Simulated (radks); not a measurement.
Species: Er III. Configuration: [Kr] 4d10 4f12.25 5s2 5p5.75 (fractional occupations, a model configuration). All-electron calculation, scalar-relativistic Kohn-Sham, OLYP, spin-polarised, spherical densities, finite nucleus; open shells are filled with parallel spins first (spin-orbit coupling, left out, can overturn this in heavy ions); Fermi nuclear charge, rms radius 5.2516 fm. Program: a radial shooting solver on a logarithmic mesh with Libxc functionals.

X-ray form factor f0, the Fourier transform of the density (f0(0) = 66):

| sin(theta)/lambda (1/angstrom) | f0 (electrons) |
|---|---|
| 0.05 | 65.330 |
| 0.1 | 63.441 |
| 0.15 | 60.641 |
| 0.2 | 57.309 |
| 0.25 | 53.785 |
| 0.3 | 50.316 |
| 0.4 | 44.034 |
| 0.5 | 38.797 |
| 0.6 | 34.427 |
| 0.8 | 27.530 |
| 1 | 22.580 |
| 1.25 | 18.573 |
| 1.5 | 16.074 |
| 2 | 12.570 |
